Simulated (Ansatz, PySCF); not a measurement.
Dimer: NH3 (SMILES N) (first 4 atoms) with H2S (SMILES S); geometry from B3LYP-D3(BJ)/def2-TZVP, rigid monomers moved along the line of their centres of mass till N1···H7 is 1.94 Å.
(charge 0, multiplicity 1):
```xyz
7

N      0.0062     0.1635     0.3251
H     -0.7772    -0.4607     0.1701
H     -0.1930     1.0317    -0.1588
H      0.8211    -0.2526    -0.1111
S      0.6277     0.7742     3.5011
H     -0.3436    -0.0357     3.9510
H      0.3495     0.5049     2.1997
```

Quantity: the interaction energy.

Interaction energies are E(AB) − E(A) − E(B) at the monomers' geometry in the complex; basis-set methods are counterpoise corrected.

Frozen-core correlation. CBS(a, b) extrapolates the correlation energy as X⁻³ and adds the Hartree–Fock energy of set b.

Codes used: Ansatz (Gaussian basis) for Hartree–Fock, density functionals and correlated methods; PySCF for the dispersion terms. 

Costs are ratios of core time to PBE/def2-TZVPPD (roughly 4 s), for whole runs (searches for the state included, and forces where a run took them) on one shared machine, so rough; each difference counts from -2.72 kcal/mol (CCSD(T)/CBS(aug-cc-pV(D+d)Z, aug-cc-pV(T+d)Z), a level with limits of its own).

A star marks coupled-cluster runs past 200 virtual orbitals, where the program's memory plan changes under this machine's limit, so their costs aren't comparable with smaller runs.

```
level                      basis functions  cost
-------------------------  ---------------  ----
PBE/def2-TZVPPD                        173    ×1
PBE-D3(BJ)/def2-TZVPPD                 173    ×1
PBE0/def2-TZVPPD                       173    ×1
PBE0-D3(BJ)/def2-TZVPPD                173    ×1
r2SCAN/def2-TZVPPD                     173    ×1
r2SCAN-D3(BJ)/def2-TZVPPD              173    ×1
B3LYP/def2-TZVPPD                      173    ×1
B3LYP-D3(BJ)/def2-TZVPPD               173    ×1
wB97M-V/def2-TZVPPD                    173    ×3
wB97X-V/def2-TZVPPD                    173    ×4
CCSD(T)/aug-cc-pV(D+d)Z                100    ×4
CCSD(T)/aug-cc-pV(T+d)Z                216  ×40*
```

Question: With a budget of 10 times the cost of PBE/def2-TZVPPD, which level comes closest?

Answer: wB97X-V/def2-TZVPPD, at 0.03 kcal/mol; next is wB97M-V/def2-TZVPPD at 0.21 kcal/mol.

Each difference (kcal/mol): PBE/def2-TZVPPD -0.94; PBE-D3(BJ)/def2-TZVPPD -1.74; PBE0/def2-TZVPPD -0.57; PBE0-D3(BJ)/def2-TZVPPD -1.31; r2SCAN/def2-TZVPPD -0.69; r2SCAN-D3(BJ)/def2-TZVPPD -0.98; B3LYP/def2-TZVPPD 0.70; B3LYP-D3(BJ)/def2-TZVPPD -0.59; wB97M-V/def2-TZVPPD 0.21; wB97X-V/def2-TZVPPD 0.03; CCSD(T)/aug-cc-pV(D+d)Z 1.22; CCSD(T)/aug-cc-pV(T+d)Z 0.39.

Ansatz is an electronic-structure program.
